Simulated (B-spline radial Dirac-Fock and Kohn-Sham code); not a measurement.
## Kohn-Sham estimates against Dirac-Fock for the levels of Er³⁺

System: the Er³⁺ ion in the configuration 1s2 2s2 2p6 3s2 3p6 3d10 4s2 4p6 4d10 4f10 5s2 5p6 5d1 (an excited configuration).

The density-functional columns are spherical, spin-unpolarised Dirac-Kohn-Sham results without Breit or QED terms: −ε is minus the orbital energy of the initial state and ΔSCF the difference of two total energies. The reference in the last column comes from ΔSCF Dirac-Fock with Breit, self-energy and vacuum polarisation, finite nucleus, configuration average. All numbers are from a radial atomic solver, in eV; a selection of levels is shown. The Kohn-Sham columns are given as differences from the reference. For the 1s level of heavy atoms much of the gap between ΔSCF and the reference is the Breit and QED part, -263.5 eV here; for other levels the error of the functional can be larger.

| level | PBE −ε − DF | PBE ΔSCF − DF | Dirac-Fock |
| --- | --- | --- | --- |
| 1s | -193.1 | +304.0 | 57527.8 |
| 2s | -142.9 | -52.7 | 9804.6 |
| 2p1/2 | -105.3 | +10.0 | 9310.7 |
| 2p3/2 | -115.8 | -13.9 | 8404.4 |
| 3s | -73.5 | -46.6 | 2272.3 |
| 3p1/2 | -58.9 | -30.1 | 2057.2 |
| 3p3/2 | -58.2 | -31.7 | 1864.0 |
| 3d3/2 | -38.2 | -6.5 | 1500.7 |
| 3d5/2 | -39.0 | -8.2 | 1459.5 |
| 4s | -37.1 | -24.3 | 504.8 |
| 4p1/2 | -30.3 | -17.6 | 417.8 |
| 4p3/2 | -30.3 | -18.0 | 374.1 |
| 4d3/2 | -18.4 | -6.4 | 229.9 |
| 4d5/2 | -18.4 | -6.6 | 222.0 |
| 4f | -7.0 | +3.6 | 49.83 |
| 5s | -10.8 | -2.8 | 96.93 |
| 5p1/2 | -6.2 | +1.2 | 69.46 |
| 5p3/2 | -6.2 | +1.0 | 63.16 |
| 5d | -4.7 | +0.9 | 31.56 |

Values without a named source are computed, but for edge energies of neutral atoms, which are taken from tables.
